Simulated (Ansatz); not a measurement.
Geometry optimisation, Ansatz, RKS B3LYP/def2-SVP.

The input (input.yaml):

```yaml
crystal:
  periodic: [false, false, false]
  atoms:
    - { symbol: Si, position_ang: [-0.035542, 0.882512, -0.246669] }
    - { symbol: "N", position_ang: [0.039206, -2.192064, 0.333339] }
    - { symbol: H, position_ang: [0.372117, 0.197726, -1.487646] }
    - { symbol: H, position_ang: [-1.378124, 0.527967, 0.27362] }
    - { symbol: O, position_ang: [0.066756, 2.493831, -0.600644] }
    - { symbol: H, position_ang: [0.504885, -1.566486, 0.988106] }
    - { symbol: F, position_ang: [1.044169, 0.546745, 0.965625] }
    - { symbol: H, position_ang: [-0.939168, -1.923805, 0.256107] }
    - { symbol: H, position_ang: [0.478909, -2.090211, -0.578031] }
    - { symbol: H, position_ang: [-0.153206, 3.123685, 0.096192] }
basis:
  gaussian: { orbitals: def2-SVP }
hamiltonian:
  xc: b3lyp
relax:
  f_tol: 0.03
  max_steps: 50
```

Command:

```bash
$ ansatz run input.yaml --threads 2 --pin off --max-ram 3072MiB --backend cpu --events-out ev --progress --plain --runs-dir out
```

Question: Where does it end, and by what steps?

Answer: The run converged. After 6 steps the energy has fallen by 0.057 eV; H8 moved furthest, 0.24 Å.

```
step  energy less start (eV)  largest force component (eV/Å)  accepted
   0                  0.0000                           0.505       yes
   1                 -0.0454                           0.419       yes
   2                  0.1985                           2.967        no
   3                 -0.0543                           0.117       yes
   4                 -0.0558                           0.089       yes
   5                 -0.0557                           0.082        no
   6                 -0.0566                           0.013       yes
```

```xyz
10
Properties=species:S:1:pos:R:3
Si -0.034 1.032 -0.284
N 0.070 -2.412 0.401
H 0.384 0.361 -1.531
H -1.401 0.675 0.172
O 0.114 2.651 -0.571
H 0.557 -1.714 0.965
F 0.974 0.588 0.920
H -0.912 -2.136 0.373
H 0.428 -2.318 -0.550
H -0.180 3.273 0.105
```

Whether the end is a true minimum wasn't checked by a vibrational analysis.

Time of the run: 12 s on 2 threads of Intel(R) Xeon(R) CPU @ 2.80GHz (Skylake/Cascade Lake) (shared host), peak memory 0.19 GiB.
